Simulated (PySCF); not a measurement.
Al2(mu-NH2)2(H)4, H₈Al₂N₂, singlet (PBE0/def2-SVP optimised geometry):

```
12

Al     1.029     0.985     0.000
Al    -1.029    -0.985     0.000
N     -0.943     0.985     0.001
H     -1.366     1.428    -0.816
H     -1.366     1.428     0.817
H      1.577     1.508     1.404
H      1.574     1.508    -1.405
N      0.942    -0.985     0.000
H      1.366    -1.428    -0.816
H      1.366    -1.427     0.817
H     -1.576    -1.509     1.404
H     -1.575    -1.507    -1.405
```

Calculation: PySCF 2.14.0 with PBE0/def2-TZVP.

Question: What are the frontier orbital energies and the dipole moment?

Answer: HOMO-2 -8.12 eV, HOMO-1 -7.99 eV, HOMO -7.96 eV, LUMO -0.26 eV, LUMO+1 0.28 eV; dipole moment 0.00 D.

On the same geometry PBE/def2-TZVP (PySCF) gives HOMO-2 -6.79 eV, HOMO-1 -6.71 eV, HOMO -6.69 eV, LUMO -1.02 eV, LUMO+1 -0.52 eV; dipole moment 0.00 D.

Meta-Löwdin charges at PBE0/def2-TZVP: Al1 0.50, Al2 0.50, N3 -0.67, H4 0.25, H5 0.25, H6 -0.16, H7 -0.16, N8 -0.67, H9 0.25, H10 0.25, H11 -0.16, H12 -0.16.
